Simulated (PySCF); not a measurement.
# Correlation energy of P (phosphorus, neutral)

[Ne] 3s2 3p3, high-spin 4S determinant. All numbers are calculated (PySCF 2.14, no relativity, point nucleus, in def2-TZVP). Frozen: [Ne]; 5 electrons correlated.

MP2 pair energies summed by pair of shells (mhartree):

```csv
pair,energy,share (%)
3s-3p,-52.85,64.9
3p-3p,-18.36,22.6
3s-3s,-10.17,12.5
```

Total MP2 correlation energy: -81.38 mhartree.

Same-spin part -22.27 and opposite-spin part -59.11 mhartree; SCS-MP2 scales them by 1/3 and 6/5 to -78.36 mhartree.

| level | correlation energy (mhartree) |
| --- | --- |
| CCSD | -99.77 |
| (T) | -3.76 |
| CCSD(T) | -103.53 |

Diagnostics: T1 = 0.0039, D1 = 0.0064, largest double amplitude 0.062.

Question: Is a single reference adequate?

Answer: Yes: T1 lies below 0.03 and no double amplitude reaches 0.07.
